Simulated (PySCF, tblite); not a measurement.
Isomers of C3H9NOSi3, one GFN2-xTB conformer each. Single-point energies are computed at PBE0/pcSseg-1 (PySCF, gas phase, no added dispersion term), electronic only.

| SMILES | GFN2-xTB relative energy (kJ/mol) |
| --- | --- |
| N#C[Si@H]1C[Si@H](O[SiH3])C1 | 0.0 |
| N#C[C@@H](C=O)[SiH]([SiH3])[SiH3] | 269.3 |

Conformers: `[N:1]#[C:2][Si@H:3]1[CH2:4][Si@H:5]([O:6][SiH3:7])[CH2:8]1` with C4–Si5–O6–Si7 -39°, C2–Si3–C4–Si5 122°, Si3–C4–Si5–O6 103°, C4–Si5–C8–Si3 9°, C2–Si3–C8–Si5 -122°; `[N:1]#[C:2][C@@H:3]([CH:4]=[O:5])[SiH:6]([SiH3:7])[SiH3:8]` with C2–C3–C4–O5 -175°, C2–C3–Si6–Si7 52°.

Task: What does PBE0/pcSseg-1 give for the same structures?

Result: 
```tsv
SMILES	PBE0/pcSseg-1 E (Eh)	PBE0/pcSseg-1 (kJ/mol)	GFN2-xTB (kJ/mol)	point group
N#C[Si@H]1C[Si@H](O[SiH3])C1	-1117.55065	0.0	0.0	–
N#C[C@@H](C=O)[SiH]([SiH3])[SiH3]	-1117.43147	312.9	269.3	C1
```

Both levels put the same isomer lowest. As drawn, the lower has a four-membered ring and an Si–O bond, which the higher lacks; the higher has a C=O bond and an Si–Si bond, which the lower lacks.

Task: Which frontier levels, dipoles and rotational constants go with these structures?

Result: 
| SMILES | HOMO (eV, PBE0/pcSseg-1) | LUMO (eV) | dipole (D) | A, B, C (MHz) |
| --- | --- | --- | --- | --- |
| N#C[Si@H]1C[Si@H](O[SiH3])C1 | -8.37 | -0.76 | 3.89 | 3253, 554.5, 535.6 |
| N#C[C@@H](C=O)[SiH]([SiH3])[SiH3] | -8.17 | -1.84 | 1.99 | 1291, 1019, 600.0 |

Task: What happens when harmonic zero-point energies from GFN2-xTB frequencies are added?

Result: 
```json
{"SMILES": "N#C[Si@H]1C[Si@H](O[SiH3])C1", "ZPE (kJ/mol)": "280.1", "electronic (kJ/mol)": "0.0", "with ZPE (kJ/mol)": "0.0"}
{"SMILES": "N#C[C@@H](C=O)[SiH]([SiH3])[SiH3]", "ZPE (kJ/mol)": "263.0", "electronic (kJ/mol)": "312.9", "with ZPE (kJ/mol)": "295.8"}
```

The zero-point energies span 17.1 kJ/mol. The order is unchanged.
